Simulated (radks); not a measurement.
The europium ion Eu3+ is in [Xe] 4f(5/2: 6, 7/2: 0). All-electron calculation, Dirac Kohn-Sham, relativistic LDA (MacDonald-Vosko exchange, VWN5 correlation), spin-unpolarised, spherical densities, finite nucleus; Fermi nuclear charge, rms radius of each element as measured or else 0.836 A^(1/3) + 0.57 fm. Program: a radial shooting solver on a logarithmic mesh with Libxc functionals. Sub-shells are occupied by j as written (lower j first in brackets). One electron is removed from 5p1/2, 4f5/2, 5p3/2, 5s1/2 in turn, with full relaxation. Which removal costs least, and what does each cost?

Answer. 4f5/2 43.427 eV; 5p3/2 56.420 eV; 5p1/2 60.924 eV; 5s1/2 80.208 eV. The 4f5/2 electron leaves first.
